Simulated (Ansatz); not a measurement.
`N[SiH]1[SiH2]O[SiH2]1` and `O1[SiH2][SiH2][SiH2]1` differ in one atom or group.

Ansatz, PBE0-D4/def2-TZVP geometries, multiplicity 1. Each molecule was computed in one conformer, which needn't be the lowest.

| property | `N[SiH]1[SiH2]O[SiH2]1` |
| --- | --- |
| LUMO energy (PBE0/def2-TZVPP) / eV | -0.87 |
| HOMO energy (ωB97M-V/def2-TZVPP) / eV | -8.51 |
| HOMO energy (PBE/def2-TZVPP) / eV | -5.48 |
| HOMO–LUMO gap (PBE0/def2-TZVPP) / eV | 5.67 |
| size of the dipole moment (ωB97M-V/def2-TZVPP) / D | 2.73 |
| LUMO energy (B3LYP/def2-TZVPP) / eV | -1.03 |

(1) Give the same properties after the change, and the shifts. (Estimate.)

Results:

(1) Computed: 
```csv
property,`O1[SiH2][SiH2][SiH2]1`,shift
LUMO energy (PBE0/def2-TZVPP) / eV,-0.88,-0.01
HOMO energy (ωB97M-V/def2-TZVPP) / eV,-9.32,-0.81
HOMO energy (PBE/def2-TZVPP) / eV,-6.38,-0.90
HOMO–LUMO gap (PBE0/def2-TZVPP) / eV,6.50,0.83
size of the dipole moment (ωB97M-V/def2-TZVPP) / D,1.13,-1.60
LUMO energy (B3LYP/def2-TZVPP) / eV,-1.03,0.00
```

The zero-point energy changes by -47.9 kJ/mol with -6 modes. Dipoles are sizes alone; their direction can turn.

B3LYP here is the variant with VWN-RPA as its local correlation; programs differ in this.
